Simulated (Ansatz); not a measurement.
Basis sets compared for BMe2Br (C₂H₆BBr). The state is a singlet with charge 0. Geometry PBE0-D4/def2-SVP. Ansatz on 4 threads of Arm Neoverse V2 on a shared host; times are rough, and most runs start from earlier orbitals.

```xyz
10

B     0.443    0.184   -0.183
C    -0.798    0.179   -1.132
H    -1.339    1.126   -0.940
H    -1.505   -0.630   -0.890
H    -0.555    0.161   -2.203
C     0.414   -0.337    1.289
H     0.645   -1.419    1.241
H    -0.586   -0.256    1.743
H     1.166    0.119    1.947
Br    2.114    0.873   -0.872
```

Binding counts from free atoms (B doublet, C triplet, H doublet, Br doublet) in the same basis, without a counterpoise term.

```csv
level,functions,energy (Eh),HOMO (eV),LUMO (eV),binding per atom (eV),wall time
PBE-D4/def2-SVP,104,-2677.9512,-6.38,-1.70,4.00,0.85 s
PBE-D4/def2-TZVP (with forces),177,-2678.3768,-6.58,-1.85,3.96,1.9 s
r2SCAN-D4/def2-TZVP,177,-2678.8370,-6.88,-1.49,3.92,3.3 s
PBE0-D4/def2-SVP,104,-2678.0689,-7.73,-0.78,3.97,1.1 s
PBE0-D4/def2-TZVP,177,-2678.4903,-7.87,-0.89,3.93,2.2 s
```

(1) Estimate the rows for PBE-D4/def2-TZVPD, r2SCAN-D4/def2-TZVPD, PBE0-D4/def2-TZVPD.

Answers

(1) 
```tsv
level	functions	energy (Eh)	HOMO (eV)	LUMO (eV)	binding per atom (eV)	wall time
PBE-D4/def2-TZVPD	222	-2678.3777	-6.61	-1.90	3.96	2.3 s
r2SCAN-D4/def2-TZVPD	222	-2678.8377	-6.89	-1.52	3.93	4.4 s
PBE0-D4/def2-TZVPD	222	-2678.4911	-7.88	-0.93	3.93	3.1 s
```
